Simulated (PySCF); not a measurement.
Computed IR spectrum (relative IR intensity) of a molecule CH₈N₂OSi₂. The structure is a stationary point at PBE-D3(BJ)/def2-SVP. The values are those of a single conformer. Computed with PBE-D3(BJ)/def2-SVP run with PySCF. Frequencies are harmonic and unscaled.

Lines under 2 % of the strongest are left out, and lines within 2 cm⁻¹ are merged.

```csv
ν (cm⁻¹),relative intensity
223,4.4
261,18
311,54
389,25
400,67
433,12
441,4.1
450,48
631,17
643,30
721,42
742,6.8
781,15
789,81
826,89
842,63
903,43
968,76
1048,13
1116,8.5
1284,12
1427,3.1
1491,17
2083,100
2100,92
2900,46
2949,22
3470,8.4
3506,3.8
3567,12
3742,25
```

Q: Which structure fits?
A) N[Si@]1(O)CN[SiH2]1
B) N[Si@@H]1CN[Si@H]1O
C) C[Si@H]1N[Si@H](N)O1
D) N[Si@@H]1C[Si@H](N)O1

A: A, N[Si@]1(O)CN[SiH2]1
